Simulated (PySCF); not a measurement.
WF₅, SMILES [F][W+]([F])([F])([F])[F], charge +1, multiplicity 1.

The structure is a stationary point at B3LYP-D3(BJ)/def2-SVP. The spin state was assumed, not searched. The isomer is the one that the SMILES or the coordinates give; other isomers of the formula were not compared. The def2 effective core potentials stand for the cores of W; spin–orbit coupling is left out.

All values below come from HF/def2-TZVP run with PySCF.

Symmetry labels are those of the subgroup C2v that the program uses (full group D3h).

Task: List the valence orbital energies around the gap with their symmetry. (The exact figures need the calculation; the answer reports its results.)

Result: 
| orbital | symmetry | energy (eV) |
|---|---|---|
| HOMO−7 | B1 | -26.19 |
| HOMO−6 | A1 | -26.11 |
| HOMO−5 | B1 | -26.11 |
| HOMO−4 | A1 | -25.16 |
| HOMO−3 | B1 | -25.16 |
| HOMO−2 | B2 | -25.08 |
| HOMO−1 | A2 | -24.88 |
| HOMO | B2 | -24.88 |
| LUMO | A2 | -7.90 |
| LUMO+1 | B2 | -7.90 |
| LUMO+2 | A1 | -6.41 |
| LUMO+3 | B1 | -6.41 |
